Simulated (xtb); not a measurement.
GaF2Cl, SMILES [F][Ga]([F])[Cl]. All values are semi-empirical tight-binding results from xtb (GFN2-xTB unless named), good for trends rather than for accurate numbers. Geometry: GFN2-xTB.

Optimised geometry:

Bonded distances (Å): Ga1–F2 1.748, Ga1–F3 1.748, Ga1–Cl4 2.068. Bond angles (°): F2–Ga1–F3 108.5, F2–Ga1–Cl4 125.8, F3–Ga1–Cl4 125.8.
Charge 0, spin multiplicity 1.

For metal compounds this method's bond lengths and energies can be far off.

Problem. Estimate the properties. (Estimate from the structure and the level; the computed values follow.)

Solution. 
- point group as xtb finds it = C2v
- orbital gap = 3.86 eV
- zero-point energy = 2.4 kcal/mol
- G − E(el) at 298.15 K (modified RRHO) = -16.6 kcal/mol

Computed atomic charges and the Wiberg bond orders between heavy atoms:
charges (e) Ga1 0.23, F2 -0.18, F3 -0.18, Cl4 0.12. Bond orders Ga1–F2 1.16, Ga1–F3 1.16, Ga1–Cl4 1.36.
